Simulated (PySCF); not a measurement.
Species: `C=C(C)PC(C)(C)C`. The columns A, B, C and D hold Mulliken, IAO, Hirshfeld and ESP-fitted charges (e) of one PBE0/pcSseg-1 density (PySCF), in a shuffled order. Coordinates in Å (GFN2-xTB); the density's dipole moment is (-0.04, 0.16, 1.37) D.

```tsv
atom	x	y	z	A	B	C	D
C1	2.038	1.349	-0.867	-0.767	-0.063	-0.326	-0.108
C2	1.750	0.114	-0.475	+0.627	-0.632	-0.157	-0.032
C3	2.629	-0.672	0.448	-0.666	-0.151	-0.418	-0.118
P4	0.286	-0.733	-1.191	-0.515	+0.417	+0.319	+0.111
C5	-1.113	-0.110	-0.070	+0.627	-0.758	-0.089	-0.007
C6	-0.739	-0.137	1.408	-0.447	-0.145	-0.414	-0.124
C7	-2.297	-1.043	-0.331	-0.480	-0.159	-0.417	-0.122
C8	-1.473	1.312	-0.494	-0.610	-0.163	-0.417	-0.125
H9	2.900	1.883	-0.495	+0.231	+0.106	+0.143	+0.043
H10	1.424	1.875	-1.579	+0.261	+0.112	+0.145	+0.042
H11	3.036	-1.534	-0.082	+0.180	+0.134	+0.153	+0.046
H12	2.065	-1.046	1.302	+0.155	+0.123	+0.147	+0.043
H13	3.455	-0.063	0.810	+0.168	+0.112	+0.144	+0.044
H14	0.471	-1.919	-0.464	+0.134	+0.016	-0.043	-0.019
H15	0.085	0.543	1.613	+0.099	+0.130	+0.140	+0.033
H16	-1.594	0.174	2.009	+0.108	+0.110	+0.135	+0.038
H17	-0.454	-1.140	1.721	+0.082	+0.110	+0.132	+0.035
H18	-3.173	-0.707	0.222	+0.110	+0.113	+0.137	+0.041
H19	-2.063	-2.060	-0.019	+0.119	+0.113	+0.136	+0.037
H20	-2.544	-1.058	-1.391	+0.135	+0.122	+0.141	+0.036
H21	-2.338	1.666	0.067	+0.144	+0.111	+0.136	+0.040
H22	-0.643	1.990	-0.305	+0.149	+0.124	+0.138	+0.033
H23	-1.714	1.344	-1.555	+0.155	+0.117	+0.138	+0.035
```

Problem. Which column most likely holds the ESP-fitted charges?

Solution. A. Σ q r misses the density's dipole by 0.04 D (A), 1.55 D (B), 1.71 D (D), 2.13 D (C). Charges fitted to the outside potential are the only set here that is tied to the molecule's multipoles.

Problem. And the Hirshfeld charges?

Solution. D. The mean sizes are 0.057 e (D), 0.180 e (B), 0.198 e (C), 0.303 e (A), and Hirshfeld charges are commonly the smallest of these schemes.

As computed, A = ESP-fitted, B = Mulliken, C = IAO, D = Hirshfeld. Hydrogens on carbon: ESP-fitted +0.08 to +0.26, Mulliken +0.11 to +0.13, IAO +0.13 to +0.15, Hirshfeld +0.03 to +0.05 e.

The ESP scheme is a least-squares fit of atom-centred charges to the potential on four shells outside the van der Waals surface, with the total charge fixed. The Hirshfeld scheme weights the molecular density at each point by an atom's share of the summed free-atom densities.

The structure is a single GFN2-xTB conformer in the gas phase; no vibrational or solvent corrections.

The run behind these numbers computed NMR shieldings as well. The run took about 2 min of CPU time (one thread, shared machine).

Shape of the structure used: `[CH2:1]=[C:2]([CH3:3])[PH:4][C:5]([CH3:6])([CH3:7])[CH3:8]`: C1–C2–P4–C5 -85°, C2–P4–C5–C6 -44°.
